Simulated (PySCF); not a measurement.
PySCF input file for Mo(F)6 anion (F6Mo), SMILES [F][Mo]([F])([F])([F])([F])[F] (connectivity only; charge and spin as stated), charge -1, multiplicity 2, C-PCM-PBE0/def2-SVPD. Geometry optimised at B3LYP-D3(BJ)/def2-SVPD. A frequency run showed that this geometry is not a minimum. The multiplicity is an assumed one; no other spin state was optimised. The isomer is the one that the SMILES or the coordinates give; other isomers of the formula were not compared. The def2 effective core potentials stand for the cores of Mo; spin–orbit coupling is left out.

```python
import numpy as np
from pyscf import gto, scf, dft
from pyscf.solvent import pcm

mol = gto.M(
    atom='''
    Mo    0.00000000    0.00000000    0.00000000
    F    -0.00000019    0.00000000   -1.86492797
    F     0.00000019    0.00000000    1.86492797
    F    -1.91295952    0.00000000    0.00000018
    F     0.00000000   -1.91295952    0.00000000
    F     0.00000000    1.91295952    0.00000000
    F     1.91295952    0.00000000   -0.00000018
    ''',
    basis='def2-SVPD',
    ecp={'Mo': 'def2-svp'},
    charge=-1,
    spin=1,
    max_memory=1600,
    verbose=3,
)
mf = dft.UKS(mol, xc='pbe0').density_fit(auxbasis='def2-universal-jkfit')
mf.grids.level = 3
mf.conv_tol = 1e-9
mf.max_cycle = 100
mf.kernel()
fine, coarse = mf.grids, dft.Grids(mol).set(level=1).build(with_non0tab=True)
for _ in range(3):  # follow internal instabilities
    mf.grids = coarse
    mo, _, stable, _ = mf.stability(return_status=True, nroots=4)
    mf.grids = fine
    if stable:
        break
    mf.kernel(mf.make_rdm1(mo, mf.mo_occ))
res = {}
for name, eps in {'water': 78.355, 'dichloromethane': 8.93, 'tetrahydrofuran': 7.4257}.items():
    s = mf.PCM()
    s.with_solvent.method, s.with_solvent.eps, s.with_solvent.lebedev_order = 'C-PCM', eps, 17
    s.kernel(mf.make_rdm1())
    res[name] = (s.e_tot, eps, s.dip_moment(), s.mo_energy, s.converged)
    print(f'{name}: electrostatic solvation free energy {(s.e_tot - mf.e_tot) * 627.509474:.3f} kcal/mol')
```

Output:

```

WARN: HOMO -0.390158035657076 >= LUMO -0.390158035657073

converged SCF energy = -666.598469045718  <S^2> = 0.75312804  2S+1 = 2.0031256
<class 'pyscf.df.df_jk.DFUKS'> wavefunction is stable in the internal stability analysis

WARN: PCM is an experimental feature. It is still in testing.
Features and APIs may be changed in the future.

converged SCF energy = -666.679002765139  <S^2> = 0.75313342  2S+1 = 2.003131

WARN: System has nonzero charge -1; the dipole moment is origin-dependent.
Location of origin: [0. 0. 0.]

Dipole moment(X, Y, Z, Debye):  0.00000,  0.00000, -0.00000
water: electrostatic solvation free energy -50.536 kcal/mol

WARN: PCM is an experimental feature. It is still in testing.
Features and APIs may be changed in the future.

converged SCF energy = -666.670892106135  <S^2> = 0.75313259  2S+1 = 2.0031301

WARN: System has nonzero charge -1; the dipole moment is origin-dependent.
Location of origin: [0. 0. 0.]

Dipole moment(X, Y, Z, Debye):  0.00000, -0.00000,  0.00000
dichloromethane: electrostatic solvation free energy -45.446 kcal/mol

WARN: PCM is an experimental feature. It is still in testing.
Features and APIs may be changed in the future.

converged SCF energy = -666.669038239632  <S^2> = 0.75313241  2S+1 = 2.00313

WARN: System has nonzero charge -1; the dipole moment is origin-dependent.
Location of origin: [0. 0. 0.]

Dipole moment(X, Y, Z, Debye):  0.00000, -0.00000,  0.00000
tetrahydrofuran: electrostatic solvation free energy -44.283 kcal/mol
```

Self-consistency was reached.

Cost: around 4 core-minutes (rough).
